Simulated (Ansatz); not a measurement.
`[BH2][GaH][SiH3]` + `BS` → `B[S][GaH][SiH3]` + BH₃ at 500 K and 1 bar (cleavage of the Ga–B bond).

Program: Ansatz. Geometries: PBE0-D4/def2-TZVP. ΔE: electronic, gas phase. CBS: MP2 limit from def2 TZ/QZ plus the TZ coupled-cluster correction, frozen cores. This one scheme is used for every species. For Ga outer-core shells are correlated without core-valence functions, which leaves a few kJ/mol of doubt a bond. Scalar relativity is left out up to krypton. Each species was taken in one conformer, which may not be the lowest.

```csv
species,CCSD(T)/CBS energy (Eh),H − E (kJ/mol),S (J/(mol·K))
`[BH2][GaH][SiH3]`,-2241.36260,177.5,412.9
`BS`,-424.38198,102.0,273.9
`B[S][GaH][SiH3]`,-2639.22992,194.5,447.0
BH₃,-26.55200,86.8,208.8
```

H − E and S are ideal-gas, rigid-rotor, harmonic terms from PBE0-D4/def2-TZVP, for one conformer and one mirror image of each species. 1 Eh = 2625.50 kJ/mol, R = 8.31446 J/(mol·K).

Question: By hand: ΔE, ΔH, ΔS and ΔG.

Answer: ΔE = (-2639.22992) + (-26.55200) − (-2241.36260) − (-424.38198) = -0.03734 Eh = -98.0 kJ/mol. Δ(H − E) = 194.5 + 86.8 − 177.5 − 102.0 = 1.8, so ΔH = -96.2 kJ/mol. ΔS = 447.0 + 208.8 − 412.9 − 273.9 = -31.0 J/(mol·K). ΔG = -96.2 − 500 × (-31.0)/1000 = -80.7 kJ/mol.

Question: By hand: the equilibrium constant, and the temperature at which ΔG would vanish if ΔH and ΔS stayed fixed.

Answer: log₁₀ K = −ΔG/(RT ln 10) = 8.4. ΔG = 0 at ΔH/ΔS = 3103 K, far beyond where these terms or the molecules hold.

ΔH outweighs TΔS. A doubt of 5 kJ/mol in ΔE shifts log₁₀ K by 0.5 here. Other conformers and mirror images would add mixing entropy, several J/(mol·K) or more a flexible species. Modes under 60 cm⁻¹, often nearly free rotors, make the harmonic entropy too high. These are equilibria of isolated gas molecules and say nothing of rates. Largest T1 diagnostic: 0.015 (customary marks: 0.02 for closed shells, 0.045 for open ones).
